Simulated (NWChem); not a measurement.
Species: MgBrF; SMILES [F][Mg][Br]

```xyz
3

Mg    -0.0075     1.0753     0.0000
F     -0.1648     2.8211     0.0000
Br     0.2027    -1.2528     0.0000
```
Atoms are numbered in this order, from 1.

Coordinates come from a PBE0/def2-SVP optimisation.

Spin-orbit effects, on the heavy nuclei and on their neighbours, are missing.

Question: Give the principal values of the shielding tensors (ppm) of Mg1, F2, Br3 from B3LYP/6-311G** (spherical d), GIAO (NWChem), with their diamagnetic and paramagnetic parts as GIAO splits them.

Answer: 
```tsv
atom	σ11	σ22	σ33	isotropic	diamagnetic	paramagnetic
Mg1	418.1	418.1	715.5	517.2	711.5	-194.3
F2	318.7	318.7	485.9	374.5	469.5	-95.0
Br3	2935.2	2935.2	3127.6	2999.3	3120.9	-121.6
```
